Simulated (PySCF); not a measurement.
Compound: C₂H₅BClP.
SMILES with atom numbers: `[CH2:1]=[CH:2][B:3]([PH2:4])[Cl:5]` (hydrogens: H6, H7 on C1; H8 on C2; H9, H10 on P4)

Computed with EOM-IP-CCSD/aug-cc-pVDZ in PySCF, restricted Hartree–Fock reference, 13 core orbitals frozen, non-relativistic, gas phase, PBE0-D3(BJ)/def2-SVP geometry.

The vertical ionisation energies are 9.48, 10.70, 11.04, 12.41, 12.49, 12.76, 13.47, 14.59 eV.

Problem. Which Hartree–Fock orbital leads each hole, and what is its Koopmans value −ε?

Solution. 
```csv
leading hole (HF orbital),Koopmans (eV),EOM-IP-CCSD (eV),change (eV),one-hole share
HOMO,9.86,9.48,-0.38,0.95
HOMO-1,10.93,10.70,-0.23,0.96
HOMO-2,11.89,11.04,-0.85,0.95
HOMO-3,13.30,12.41,-0.89,0.95
HOMO-4,13.55,12.49,-1.06,0.95
HOMO-5,13.76,12.76,-1.00,0.95
HOMO-6,14.44,13.47,-0.97,0.94
HOMO-7,15.97,14.59,-1.38,0.94
```

Problem. Does the order of the lines follow the orbital energies?

Solution. Yes, no two lines change places. The corrections run from -1.38 to -0.23 eV, with a mean of -0.85 eV over the 8 lines; no line lies above its Koopmans value. Koopmans values leave out both the relaxation of the orbitals and the change in correlation energy.

Problem. At what kinetic energies would He I light (21.22 eV) eject these electrons?

Solution. 11.74 eV (HOMO), 10.52 eV (HOMO-1), 10.18 eV (HOMO-2), 8.81 eV (HOMO-3), 8.73 eV (HOMO-4), 8.46 eV (HOMO-5), 7.75 eV (HOMO-6), 6.63 eV (HOMO-7).

Problem. What total energy has the lowest final state, and which wavelength reaches it?

Solution. E(CCSD) + ionisation energy = -904.30741 + 0.34853 = -903.95888 Eh, at the geometry of the initial state. The threshold wavelength is 1239.84 eV nm/9.48 eV = 130.8 nm.

Lines less than 0.15 eV apart could change places at a higher level. One root was sought for each valence orbital with −ε under 21 eV, eight at most, so deeper holes and satellites are missing; no vibrational structure.

Shape of the structure used: `[CH2:1]=[CH:2][B:3]([PH2:4])[Cl:5]`: C1–C2–B3–P4 8°, H–P4–B3–C2 49°, H–P4–B3–C2 147°.

One conformer stands for the species.
